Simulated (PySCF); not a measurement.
Nb(O)(OH)2(Me) (CH₅NbO₃), SMILES [OH][Nb]([CH3])([OH])=[O], multiplicity 1.

The structure is a stationary point at B3LYP-D3(BJ)/def2-SVP. The spin state was assumed, not searched. The structure was generated by enumeration; whether it is a known compound was not checked. The def2 effective core potentials stand for the cores of Nb; spin–orbit coupling is left out. Other conformers were not sampled.

All values below come from CAM-B3LYP/def2-TZVP run with PySCF.

Symmetry labels are those of the subgroup Cs that the program uses (full group Cs).

List the valence orbital energies around the gap with their symmetry. (An estimate is asked for; the answer gives what the named calculation found.)


| orbital | symmetry | energy (eV) |
|---|---|---|
| HOMO−7 | A' | -12.69 |
| HOMO−6 | A" | -11.87 |
| HOMO−5 | A' | -11.79 |
| HOMO−4 | A' | -11.11 |
| HOMO−3 | A" | -11.06 |
| HOMO−2 | A" | -10.96 |
| HOMO−1 | A' | -10.89 |
| HOMO | A' | -9.55 |
| LUMO | A" | -0.17 |
| LUMO+1 | A' | 0.23 |
| LUMO+2 | A' | 0.43 |
| LUMO+3 | A" | 0.84 |
